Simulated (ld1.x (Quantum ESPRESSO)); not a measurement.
## Logarithmic derivatives: Ti, ultrasoft

```
Element                 : Ti (Z = 22)
Generator               : ld1.x (Quantum ESPRESSO) 7.5
Type                    : ultrasoft
Functional              : LDA (PZ)
Relativity              : non-relativistic
Frozen core             : [Ne]
Valence charge          : 12
Reference configuration : 3s2 3p6 3d2 4s2 4p0
Partial waves           : 3s (bound): rcut 1.55, rcutus 2.10 bohr; 4s (bound): rcut 1.55, rcutus 2.10 bohr; 3p (bound): rcut 1.50, rcutus 1.70 bohr; 4p (bound, empty): rcut 1.50, rcutus 1.70 bohr; 3d (bound): rcut 1.55, rcutus 2.05 bohr; 3d channel at 1.25 Ry: rcut 1.55, rcutus 2.05 bohr
Local potential         : all-electron potential smoothed inside 1.75 bohr (lloc = -1)
Core correction         : Bessel-smoothed model core, default radius (core density twice the valence density)
Augmentation charge     : PSQ, inside the norm-conserving radii
```

The phase is arctan(r·u′/u) with u = r·R(r), unwrapped; energies in Ry, scanned from -7 to 5 Ry. A pole is an energy at which the radial function vanishes at the test radius. The pseudo phase is shifted by a multiple of π to meet the all-electron one at the reference energy, and phase errors are pseudo minus all-electron; the curves can meet again beyond the range given. Levels narrower than the energy grid can be missing from the lists of poles.

| channel | radius (bohr) | reference energy (Ry) | poles, all-electron | poles, pseudo | unbroken range about the reference energy with phases within 0.05 rad | phase error 1 Ry above the reference energy (rad) |
| --- | --- | --- | --- | --- | --- | --- |
| s | 2.29 | -0.33 | -4.42, 4.16 | -4.42, 4.39 | the whole range | +0.005 |
| p | 2.29 | -0.11 | -2.67 | -2.67, 4.80 | the whole range | -0.003 |
| d | 2.29 | -0.34 | 0.14 | 0.14 | the whole range | -0.000 |

The ghost test of this file was not conclusive. Its overlap operator is not positive definite in a basis up to 400 Ry (lowest eigenvalue s -0.07), so the file is unfit for use: the generalised eigenproblem breaks down once the basis is large enough, and its test numbers describe a broken file.

Phases in the s channel:

| E (Ry) | all-electron | pseudo |
| --- | --- | --- |
| -7.00 | 1.381 | 1.382 |
| -6.74 | 1.376 | 1.376 |
| -6.48 | 1.369 | 1.369 |
| -6.22 | 1.362 | 1.362 |
| -5.96 | 1.352 | 1.353 |
| -5.70 | 1.341 | 1.341 |
| -5.44 | 1.324 | 1.324 |
| -5.18 | 1.297 | 1.297 |
| -4.92 | 1.235 | 1.235 |
| -4.66 | 0.767 | 0.768 |
| -4.40 | -1.594 | -1.594 |
| -4.14 | -1.715 | -1.715 |
| -3.88 | -1.756 | -1.755 |
| -3.62 | -1.781 | -1.780 |
| -3.36 | -1.800 | -1.800 |
| -3.10 | -1.819 | -1.818 |
| -2.84 | -1.837 | -1.837 |
| -2.58 | -1.857 | -1.857 |
| -2.32 | -1.879 | -1.878 |
| -2.06 | -1.904 | -1.903 |
| -1.80 | -1.934 | -1.933 |
| -1.54 | -1.970 | -1.969 |
| -1.28 | -2.015 | -2.014 |
| -1.02 | -2.073 | -2.073 |
| -0.76 | -2.152 | -2.152 |
| -0.50 | -2.262 | -2.262 |
| -0.24 | -2.425 | -2.425 |
| 0.02 | -2.672 | -2.672 |
| 0.28 | -3.030 | -3.028 |
| 0.54 | -3.453 | -3.449 |
| 0.80 | -3.819 | -3.813 |
| 1.06 | -4.074 | -4.067 |
| 1.32 | -4.242 | -4.235 |
| 1.58 | -4.356 | -4.349 |
| 1.84 | -4.436 | -4.429 |
| 2.10 | -4.497 | -4.489 |
| 2.36 | -4.543 | -4.536 |
| 2.62 | -4.580 | -4.572 |
| 2.88 | -4.611 | -4.603 |
| 3.14 | -4.637 | -4.628 |
| 3.40 | -4.660 | -4.650 |
| 3.66 | -4.679 | -4.669 |
| 3.92 | -4.697 | -4.686 |
| 4.18 | -4.714 | -4.701 |
| 4.44 | -4.729 | -4.715 |
| 4.70 | -4.744 | -4.728 |
| 4.96 | -4.758 | -4.740 |
